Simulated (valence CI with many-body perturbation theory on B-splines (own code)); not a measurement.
E1 line list for Xe²⁰⁺

Method: configuration interaction combined with many-body perturbation theory (CI+MBPT): six valence electrons over a frozen Dirac-Fock core [Ar] 3d10, radial functions for each j: 9 s, 9 p, 8 d, 6 f, 3 g, 1 h, with the one-electron correlation potential Σ1, the two-electron term Σ2, the three-electron term Σ3, Breit, model QED; selected CI, second order for the rest, scaled by the run's own slope (own B-spline code, finite nucleus).

No measured levels were compared; by estimate levels hold to about 250 cm⁻¹ or 0.2 % of their energy and the worst to 1 %, as in measured heavy ions of charge 2 to 7; those with d or f electrons hold less well. Among the levels kept, up to 990 cm⁻¹ of a level comes from second order outside the variational space, and about a tenth of that is noise between levels of different J, which matters for small intervals.

Lines 1 to 50 of 87 in falling wavelength, among levels below 957100 cm⁻¹, chosen from the strongest by gf and those to the six lowest levels. Wavelengths and rates use the calculated energies, so an error of 1000 cm⁻¹ moves a line at 34.06 nm by 0.34 % and its rate by three times that or more. Electric multipoles are in the length gauge, E1 and E2 with the static RPA response of the core. Weak lines are less certain than strong ones. Lines between different terms over intervals too small for the method are left out, as are lines whose strength nearly cancels. The highest levels of a list are the least certain.

Levels are named by their leading jj configuration (3d3/2^4 stands for four electrons in 3d with j = 3/2), which in mixed levels can hold well under half, so a name can repeat and another be missing. Letters in brackets count levels of one name in rising energy.

```tsv
λ vac (nm)	Upper	Lower	A (s⁻¹)	S (a.u.) with core polarisation	S without
34.06	(4s 4p1/2^2 4p3/2^3) J=1	(4s^2 4p3/2^4) J=0	1.18e+08	6.88e-03	7.46e-03
25.59	(4s 4p1/2^2 4p3/2^3) J=2	(4s^2 4p1/2 4p3/2^3) J=2	1.87e+09	7.73e-02	8.39e-02
24.64	(4s^2 4p1/2^2 4p3/2 4d3/2) J=1	(4s^2 4p3/2^4) J=0	4.60e+08	1.02e-02	1.11e-02
24.15	(4s 4p1/2^2 4p3/2^3) J=2	(4s^2 4p1/2 4p3/2^3) J=1	3.06e+09	1.06e-01	1.15e-01
23.67	(4s 4p1/2 4p3/2^4) J=1	(4s^2 4p3/2^4) J=0	2.18e+09	4.28e-02	4.65e-02
23.08	(4s 4p1/2^2 4p3/2^3) J=1	(4s^2 4p1/2 4p3/2^3) J=2	3.00e+09	5.47e-02	5.92e-02
21.91	(4s 4p1/2^2 4p3/2^3) J=1	(4s^2 4p1/2 4p3/2^3) J=1	2.54e+09	3.95e-02	4.28e-02
20.52	(4s^2 4p1/2 4p3/2^2 4d3/2) J=1 [a]	(4s^2 4p3/2^4) J=0	5.50e+06	7.04e-05	7.50e-05
19.55	(4s^2 4p1/2 4p3/2^2 4d3/2) J=1 [b]	(4s^2 4p3/2^4) J=0	2.54e+08	2.81e-03	3.03e-03
18.93	(4s^2 4p1/2^2 4p3/2 4d3/2) J=2	(4s^2 4p1/2 4p3/2^3) J=2	3.31e+06	5.55e-05	5.92e-05
18.72	(4s 4p1/2^2 4p3/2^3) J=2	(4s^2 4p1/2^2 4p3/2^2) J=2	1.21e+10	1.96e-01	2.13e-01
18.70	(4s 4p1/2 4p3/2^4) J=0	(4s^2 4p1/2 4p3/2^3) J=1	1.55e+10	5.00e-02	5.42e-02
18.66	(4s^2 4p1/2^2 4p3/2 4d3/2) J=3	(4s^2 4p1/2 4p3/2^3) J=2	2.78e+07	6.24e-04	6.66e-04
18.61	(4s 4p1/2^2 4p3/2^3) J=1	(4s^2 4p1/2^2 4p3/2^2) J=0	5.32e+09	5.08e-02	5.50e-02
18.33	(4s^2 4p1/2^2 4p3/2 4d3/2) J=1	(4s^2 4p1/2 4p3/2^3) J=2	1.52e+09	1.39e-02	1.50e-02
18.13	(4s^2 4p1/2^2 4p3/2 4d3/2) J=2	(4s^2 4p1/2 4p3/2^3) J=1	1.41e+07	2.08e-04	2.28e-04
17.79	(4s^2 4p1/2^2 4p3/2 4d3/2) J=0	(4s^2 4p1/2 4p3/2^3) J=1	6.72e+09	1.87e-02	2.01e-02
17.79	(4s 4p1/2 4p3/2^4) J=1	(4s^2 4p1/2 4p3/2^3) J=2	2.89e+10	2.41e-01	2.61e-01
17.58	(4s^2 4p1/2^2 4p3/2 4d3/2) J=1	(4s^2 4p1/2 4p3/2^3) J=1	1.82e+09	1.47e-02	1.58e-02
17.45	(4s^2 4p1/2 4p3/2^2 4d5/2) J=1 [a]	(4s^2 4p3/2^4) J=0	1.19e+09	9.33e-03	1.01e-02
17.38	(4s^2 4p1/2^2 4p3/2 4d5/2) J=2	(4s^2 4p1/2 4p3/2^3) J=2	5.61e+08	7.27e-03	7.84e-03
17.34	(4s 4p1/2^2 4p3/2^3) J=1	(4s^2 4p1/2^2 4p3/2^2) J=2	1.93e+10	1.49e-01	1.61e-01
17.08	(4s 4p1/2 4p3/2^4) J=1	(4s^2 4p1/2 4p3/2^3) J=1	7.78e+08	5.74e-03	6.24e-03
16.71	(4s^2 4p1/2^2 4p3/2 4d5/2) J=2	(4s^2 4p1/2 4p3/2^3) J=1	6.38e+08	7.34e-03	7.96e-03
16.46	(4s^2 4p1/2^2 4p3/2 4d5/2) J=3	(4s^2 4p1/2 4p3/2^3) J=2	7.17e+07	1.10e-03	1.17e-03
16.17	(4s^2 4p1/2 4p3/2^2 4d3/2) J=1 [c]	(4s^2 4p3/2^4) J=0	2.10e+07	1.31e-04	1.40e-04
15.95	(4s^2 4p1/2 4p3/2^2 4d3/2) J=1 [a]	(4s^2 4p1/2 4p3/2^3) J=2	1.69e+06	1.01e-05	1.11e-05
15.77	(4s^2 4p1/2 4p3/2^2 4d3/2) J=2 [a]	(4s^2 4p1/2 4p3/2^3) J=2	5.48e+07	5.30e-04	5.63e-04
15.69	(4s^2 4p1/2 4p3/2^2 4d5/2) J=1 [b]	(4s^2 4p3/2^4) J=0	1.11e+09	6.33e-03	6.87e-03
15.48	(4s^2 4p1/2 4p3/2^2 4d3/2) J=3 [a]	(4s^2 4p1/2 4p3/2^3) J=2	6.53e+07	8.37e-04	8.80e-04
15.39	(4s^2 4p1/2^2 4p3/2 4d3/2) J=1	(4s^2 4p1/2^2 4p3/2^2) J=0	2.31e+09	1.25e-02	1.34e-02
15.38	(4s^2 4p1/2 4p3/2^2 4d3/2) J=1 [a]	(4s^2 4p1/2 4p3/2^3) J=1	1.40e+08	7.52e-04	8.13e-04
15.35	(4s^2 4p1/2 4p3/2^2 4d3/2) J=1 [b]	(4s^2 4p1/2 4p3/2^3) J=2	8.11e+09	4.35e-02	4.69e-02
15.21	(4s^2 4p1/2 4p3/2^2 4d5/2) J=3 [a]	(4s^2 4p1/2 4p3/2^3) J=2	9.37e+07	1.14e-03	1.21e-03
15.21	(4s^2 4p1/2 4p3/2^2 4d3/2) J=2 [a]	(4s^2 4p1/2 4p3/2^3) J=1	1.18e+08	1.03e-03	1.11e-03
15.14	(4s^2 4p1/2 4p3/2^2 4d3/2) J=0	(4s^2 4p1/2 4p3/2^3) J=1	2.11e+09	3.62e-03	3.89e-03
15.01	(4s 4p1/2 4p3/2^4) J=1	(4s^2 4p1/2^2 4p3/2^2) J=0	1.30e+07	6.50e-05	7.39e-05
14.93	(4s^2 4p1/2 4p3/2^2 4d3/2) J=1 [d]	(4s^2 4p3/2^4) J=0	2.83e+09	1.40e-02	1.50e-02
14.89	(4s^2 4p1/2^2 4p3/2 4d3/2) J=2	(4s^2 4p1/2^2 4p3/2^2) J=2	2.29e+09	1.87e-02	2.00e-02
14.83	(4s^2 4p1/2 4p3/2^2 4d3/2) J=1 [b]	(4s^2 4p1/2 4p3/2^3) J=1	4.15e+07	2.00e-04	2.12e-04
14.72	(4s^2 4p1/2^2 4p3/2 4d3/2) J=3	(4s^2 4p1/2^2 4p3/2^2) J=2	1.15e+09	1.27e-02	1.35e-02
14.52	(4s^2 4p1/2^2 4p3/2 4d3/2) J=1	(4s^2 4p1/2^2 4p3/2^2) J=2	1.11e+10	5.02e-02	5.38e-02
14.39	(4s^2 4p1/2 4p3/2^2 4d3/2) J=2 [b]	(4s^2 4p1/2 4p3/2^3) J=2	2.04e+08	1.50e-03	1.59e-03
14.17	(4s 4p1/2 4p3/2^4) J=1	(4s^2 4p1/2^2 4p3/2^2) J=2	1.16e+10	4.90e-02	5.27e-02
14.03	(4s^2 4p1/2 4p3/2^2 4d5/2) J=1 [a]	(4s^2 4p1/2 4p3/2^3) J=2	2.10e+10	8.57e-02	9.23e-02
13.92	(4s^2 4p1/2 4p3/2^2 4d3/2) J=2 [b]	(4s^2 4p1/2 4p3/2^3) J=1	1.49e+09	9.90e-03	1.06e-02
13.91	(4s^2 4p1/2^2 4p3/2 4d5/2) J=2	(4s^2 4p1/2^2 4p3/2^2) J=2	2.61e+10	1.73e-01	1.85e-01
13.68	(4s^2 4p1/2 4p3/2^2 4d3/2) J=1 [a]	(4s^2 4p1/2^2 4p3/2^2) J=0	1.37e+10	5.20e-02	5.55e-02
13.66	(4s^2 4p1/2 4p3/2^2 4d5/2) J=2 [a]	(4s^2 4p1/2 4p3/2^3) J=2	4.27e+07	2.68e-04	2.78e-04
13.59	(4s^2 4p1/2 4p3/2^2 4d5/2) J=1 [a]	(4s^2 4p1/2 4p3/2^3) J=1	1.52e+10	5.66e-02	6.04e-02
```
